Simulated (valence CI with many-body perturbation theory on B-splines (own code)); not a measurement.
Values are calculated unless marked as measured or tabulated.
Rh31+: what each term of the Hamiltonian does

Method: valence CI with perturbative core correlation (CI+MBPT): four valence electrons over a frozen Dirac-Fock core [Ne], a basis of 11 s, 11 p, 9 d, 7 f, 5 g, 2 h, 1 i functions for each j, with the one-electron correlation potential Σ1, the two-electron term Σ2, the three-electron term Σ3, Breit, model QED; selected CI, second order for the rest (own B-spline code, finite nucleus).

The last digits are not significant, and no measured levels were compared; by estimate large intervals hold to a few tenths of a per cent, small ones and those within an open d or f shell to about a per cent.

Each rung adds one term. CI alone is the Dirac-Coulomb CI over the frozen core; QED comes last and gives the full result, which names the levels. Energies are above (3s^2 3p1/2^2) J=0 on the same rung, in cm⁻¹.

Levels are named by their leading jj configuration (3d3/2^4 stands for four electrons in 3d with j = 3/2), which in mixed levels can hold well under half, so a name can repeat and another be missing. Letters in brackets count levels of one name in rising energy.

| Level | CI alone |
| --- | --- |
| (3s^2 3p1/2 3p3/2) J=1 | 236745 |
| (3s^2 3p1/2 3p3/2) J=2 | 277364 |
| (3s^2 3p3/2^2) J=2 | 543140 |
| (3s^2 3p3/2^2) J=0 | 633865 |
| (3s 3p1/2^2 3p3/2) J=2 | 846480 |
| (3s 3p1/2^2 3p3/2) J=1 | 977518 |
| (3s 3p1/2 3p3/2^2) J=2 [a] | 1071080 |
| (3s 3p1/2 3p3/2^2) J=3 | 1137270 |
| (3s^2 3p1/2 3d3/2) J=2 | 1159040 |
| (3s 3p1/2 3p3/2^2) J=0 | 1224040 |
| (3s 3p1/2 3p3/2^2) J=1 [a] | 1248820 |
| (3s 3p1/2 3p3/2^2) J=2 [b] | 1283570 |
| (3s^2 3p1/2 3d5/2) J=3 | 1323450 |
| (3s 3p1/2 3p3/2^2) J=1 [b] | 1337140 |
| (3s^2 3p1/2 3d5/2) J=2 | 1376890 |
| (3s^2 3p1/2 3d3/2) J=1 | 1383230 |

Q: What do these energies become with core correlation, Breit and QED?

A: (3s^2 3p1/2 3p3/2) J=1 233746 (-2999); (3s^2 3p1/2 3p3/2) J=2 273316 (-4048); (3s^2 3p3/2^2) J=2 536255 (-6885); (3s^2 3p3/2^2) J=0 627004 (-6862); (3s 3p1/2^2 3p3/2) J=2 841019 (-5461); (3s 3p1/2^2 3p3/2) J=1 970862 (-6656); (3s 3p1/2 3p3/2^2) J=2 [a] 1063390 (-7692); (3s 3p1/2 3p3/2^2) J=3 1127640 (-9631); (3s^2 3p1/2 3d3/2) J=2 1149800 (-9246); (3s 3p1/2 3p3/2^2) J=0 1215330 (-8705); (3s 3p1/2 3p3/2^2) J=1 [a] 1238600 (-10226); (3s 3p1/2 3p3/2^2) J=2 [b] 1272250 (-11322); (3s^2 3p1/2 3d5/2) J=3 1310160 (-13284); (3s 3p1/2 3p3/2^2) J=1 [b] 1323400 (-13739); (3s^2 3p1/2 3d5/2) J=2 1362120 (-14768); (3s^2 3p1/2 3d3/2) J=1 1369160 (-14073).

Q: How does the ionisation energy move along the ladder, and which term matters most?

A: CI alone 1850.1, + Σ1 1851.0, + Σ2 1851.0, + Σ3 1850.8, + Breit 1849.3, + QED 1849.3 eV. The largest step is Breit, -1.5 eV. NIST lists 1851 ± 4 eV (semi-empirical).
